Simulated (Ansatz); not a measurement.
## Relaxing a trial structure of CH4CuNO

The starting geometry of this gas-phase singlet was optimised with GFN2-xTB.

```yaml
atoms:
  - { symbol: C, position_ang: [2.5588, 2.5903, 1.2751] }
  - { symbol: Cu, position_ang: [0.7960, 0.5374, 0.7046] }
  - { symbol: N, position_ang: [1.1982, 2.4422, 0.9463] }
  - { symbol: O, position_ang: [2.9560, 2.8081, 2.3840] }
  - { symbol: H, position_ang: [3.2117, 2.4946, 0.3925] }
  - { symbol: H, position_ang: [0.5845, 2.7639, 1.7027] }
  - { symbol: H, position_ang: [0.9293, 2.8133, 0.0305] }
  - { symbol: H, position_ang: [0.5391, -0.8738, 0.5097] }
```

Predict what it relaxes into with B3LYP/6-31G*.

A new bond forms, giving a structure given below by its coordinates. Contacts that close: C1–Cu2 (2.77 → 2.08 Å).

The energy falls by 0.36 eV over 11 steps:

```csv
step,E − E(last) (eV)
1,0.362
2,0.285
3,0.182
4,0.111
5,0.024
7,0.001
8,0.000
9,0.000
10,0.000
11,0.000
```

Final geometry (Å):

```xyz
8

C     2.3716    2.2411    1.2023
Cu    0.9804    0.7328    0.8488
N     1.0012    2.6303    0.8994
O     2.8021    2.2693    2.3421
H     3.0079    2.1885    0.3022
H     0.5727    3.1389    1.6733
H     0.8725    3.1172    0.0124
H     1.1652   -0.7423    0.6651
```

Frequencies at the end are all real (lowest 169 cm⁻¹). Run with Ansatz 0.2.0, 22 s on 2 threads of Arm Neoverse V2, with other jobs on the host.
